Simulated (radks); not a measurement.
Species: Sm3+. Configuration: [Xe] 4f5 (the NIST ground configuration).

Calculated with a radial shooting solver on a logarithmic mesh with Libxc functionals: scalar-relativistic Kohn-Sham, PBE, spin-polarised, spherical densities, finite nucleus; open shells are filled with parallel spins first (spin-orbit coupling, left out, can overturn this in heavy ions); Fermi nuclear charge, rms radius 5.0819 fm.

Energy parts (hartree):
| part | energy |
|---|---|
| total | -10425.1997 |
| kinetic | 11142.7042 |
| electron-nucleus | -25312.2564 |
| Hartree | 3978.8289 |
| exchange-correlation | -234.4763 |

Orbitals (lengths in bohr, moments of r in powers of bohr; r(90%) holds 90 % of the orbital's charge):
\begin{tabular}{lrrrr}
orbital & occ. & eigenvalue (hartree) & <1/r> & r(90%) \\ \hline
1s down & 1 & -1716.297 & 68.81 & 0.0411 \\
1s up & 1 & -1716.297 & 68.81 & 0.0411 \\
2s up & 1 & -281.4183 & 15.93 & 0.150 \\
2s down & 1 & -281.4174 & 15.93 & 0.150 \\
2p up & 3 & -251.1729 & 14.95 & 0.139 \\
2p down & 3 & -251.1723 & 14.95 & 0.139 \\
3s up & 1 & -62.59614 & 5.826 & 0.374 \\
3s down & 1 & -62.53344 & 5.831 & 0.374 \\
3p up & 3 & -53.13906 & 5.492 & 0.379 \\
3p down & 3 & -53.07670 & 5.496 & 0.379 \\
3d up & 5 & -40.32364 & 5.212 & 0.360 \\
3d down & 5 & -40.27568 & 5.216 & 0.360 \\
4s up & 1 & -13.41994 & 2.450 & 0.831 \\
4s down & 1 & -13.26388 & 2.450 & 0.830 \\
4p up & 3 & -10.30716 & 2.256 & 0.890 \\
4p down & 3 & -10.15140 & 2.255 & 0.890 \\
4d up & 5 & -5.93691 & 1.983 & 1.00 \\
4d down & 5 & -5.78195 & 1.981 & 1.00 \\
5s up & 1 & -2.64591 & 0.9677 & 1.96 \\
5s down & 1 & -2.56177 & 0.9522 & 1.99 \\
5p up & 3 & -1.86311 & 0.8305 & 2.28 \\
5p down & 3 & -1.80024 & 0.8138 & 2.32 \\
4f up & 5 & -1.24401 & 1.448 & 1.52 \\
4f down & 0 & -1.10576 & 1.418 & 1.60 \\
\end{tabular}

The highest occupied level is 4f up at -33.851 eV. For comparison, the ionisation energy in NIST's Atomic Spectra Database is 41.6 eV (semi-empirical). In exact Kohn-Sham theory the highest level is minus the ionisation energy, but local and semilocal functionals leave it too shallow, through self-interaction and a potential that decays too fast; potentials with the right tail come closer. Summed over all electrons, <r^2> = 36.21 bohr^2, which gives a Langevin (diamagnetic) susceptibility term of -28.7 x 10^-6 cm^3/mol.
